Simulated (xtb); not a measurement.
Ga(Me)(SH)2 (CH5GaS2), SMILES [CH3][Ga]([SH])[SH]. All values are semi-empirical tight-binding results from xtb (GFN2-xTB unless named), good for trends rather than for accurate numbers. The structure is a stationary point at GFN2-xTB. The structure was generated by enumeration; whether it is a known compound was not checked. Other conformers were not sampled.

Optimised geometry:

Bonds (Å): Ga1–C2 2.046, Ga1–S6 2.265, Ga1–S8 2.249, C2–H3 1.093, C2–H4 1.093, C2–H5 1.091, S6–H7 1.332, S8–H9 1.330. Angles (°): C2–Ga1–S6 122.5, C2–Ga1–S8 121.6, S6–Ga1–S8 115.9, Ga1–C2–H3 110.4, Ga1–C2–H4 110.0, Ga1–C2–H5 110.1, H3–C2–H4 108.1, H3–C2–H5 109.0, H4–C2–H5 109.2, Ga1–S6–H7 91.2, Ga1–S8–H9 92.7.
Charge 0, spin multiplicity 1.

The geometry has at least one imaginary mode, so it is a saddle point at that level.

For metal compounds this method's bond lengths and energies can be far off.

Computed properties:
| Item | Value |
|---|---|
| orbital gap | 3.40 eV |

Give the atomic charges and the Wiberg bond orders between heavy atoms. (Estimate from the structure and the level; the computed values follow.)

charges (e) Ga1 0.12, C2 -0.15, H3 0.08, H4 0.08, H5 0.08, S6 -0.30, H7 0.18, S8 -0.28, H9 0.20. Bond orders Ga1–C2 0.88, Ga1–S6 0.99, Ga1–S8 1.07.
